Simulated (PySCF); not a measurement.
Vertical excitations of a molecule CH6ClFSi2 from PySCF with TDA-PBE/def2-SVPD, as energy in eV (oscillator strength): 6.27 (0.017), 6.41 (0.036), 6.70 (0.094), 7.13 (0.019), 7.19 (0.032), 7.20 (0.110), 7.41 (0.011), 7.55 (0.044), 7.56 (0.008), 7.65 (0.028). Lowest triplet (TDA): 5.60 eV. Coordinates come from a PBE0-D3(BJ)/def2-SVP optimisation. One conformer was computed; it need not be the lowest.

Task: Identify the compound among the candidates.
A) F[C@@H]([SiH3])[SiH2]Cl
B) C[Si@H](F)[SiH2]Cl
C) F[SiH2]C[SiH2]Cl
D) C[Si@@](F)([SiH3])Cl

Result: D, C[Si@@](F)([SiH3])Cl
